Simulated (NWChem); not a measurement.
Polarisability of boron oxyfluoride (BFO)

```xyz
3

F      0.0000     0.0000    -1.1962
B      0.0000     0.0000     0.0865
O      0.0000     0.0000     1.2917
```
Charge 0, spin multiplicity 1.

Program: NWChem. Structure: optimised with PBE0/def2-SVP, a minimum by its harmonic frequencies.

Basis set: def2-SVPD. The field's frequency is 0.0773 Ha (589 nm).

The correlated methods keep 3 core orbitals frozen. B3LYP has NWChem's definition, with VWN1-RPA local correlation. Coupled-cluster values serve here as a point of comparison, not as the truth.

Problem. One of these methods gave an isotropic polarisability of 17.66 bohr³. Which?
(A) HF
(B) CCSD linear response
(C) B3LYP
(D) LDA (SVWN5)

Solution. D, LDA (SVWN5). The others give 14.81 (HF), 16.99 (B3LYP), 17.19 (CCSD linear response).
